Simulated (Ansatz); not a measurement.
Geometry optimisation, Ansatz 0.2.0, RKS B3LYP/def2-SVP.

The input (input.yaml):

```yaml
crystal:
  periodic: [false, false, false]
  atoms:
    - { symbol: C, position_ang: [0.3128, -1.8409, -0.0311] }
    - { symbol: B, position_ang: [0.4246, -0.2215, -0.1144] }
    - { symbol: Cl, position_ang: [2.0443, 0.5006, -0.5706] }
    - { symbol: "N", position_ang: [-0.6953, 0.6717, 0.1801] }
    - { symbol: C, position_ang: [-0.7326, 1.9385, 0.1343] }
    - { symbol: Cl, position_ang: [-2.1868, 2.8743, 0.5138] }
    - { symbol: H, position_ang: [-0.4801, -2.118, -0.7678] }
    - { symbol: H, position_ang: [-0.0109, -2.0723, 0.9733] }
    - { symbol: H, position_ang: [1.2315, -2.2736, -0.2436] }
    - { symbol: H, position_ang: [0.1755, 2.49, -0.0711] }
basis:
  gaussian: { orbitals: def2-SVP }
hamiltonian:
  xc: b3lyp
relax:
  f_tol: 0.02
  max_steps: 50
output:
  orbitals: {}
```

Run as:

```bash
$ ansatz run input.yaml --threads 2 --pin off --max-ram 3072MiB --backend cpu --events-out ev --progress --plain --runs-dir out
```

Where does it end, and by what steps?

The forces met the threshold. After 27 steps the energy has fallen by 0.738 eV; Cl3 moved furthest, 1.56 Å.

```
step  energy less start (eV)  largest force component (eV/Å)  accepted
   0                  0.0000                           3.166       yes
   1                 -0.1062                           1.964       yes
   2                 -0.2220                           0.842       yes
   3                 -0.2597                           0.543       yes
   4                 -0.2814                           0.303       yes
   5                 -0.2942                           0.136       yes
   6                 -0.3100                           0.554       yes
   7                 -0.3747                           0.484       yes
   8                 -0.4194                           0.660       yes
   9                 -0.4535                           0.820       yes
  10                 -0.5424                           0.610       yes
  11                 -0.6100                           0.405       yes
  12                 -0.6282                           0.645       yes
  13                 -0.6191                           1.157        no
  14                 -0.6674                           0.401       yes
  15                 -0.6877                           0.285       yes
  16                 -0.7059                           0.283       yes
  17                 -0.7132                           0.280       yes
  18                 -0.7094                           0.443        no
  19                 -0.7185                           0.274       yes
  20                 -0.7271                           0.252       yes
  21                 -0.7314                           0.195       yes
  22                 -0.7346                           0.294       yes
  23                 -0.7357                           0.195       yes
  24                 -0.7371                           0.042       yes
  25                 -0.7372                           0.052       yes
  26                 -0.7363                           0.117        no
  27                 -0.7375                           0.016       yes
```

```xyz
10
Properties=species:S:1:pos:R:3
C 0.262 -1.653 0.024
B 0.534 -0.197 -0.502
Cl 1.524 0.057 -1.973
N 0.075 0.937 0.152
C -0.559 1.907 0.569
Cl -2.156 2.394 -0.036
H -0.218 -2.253 -0.768
H -0.373 -1.681 0.921
H 1.218 -2.155 0.254
H -0.224 2.592 1.362
```

Run time: 48 s on 2 threads of Intel(R) Xeon(R) 6975P-C (Granite Rapids), on a shared host, peak memory 0.3 GiB.
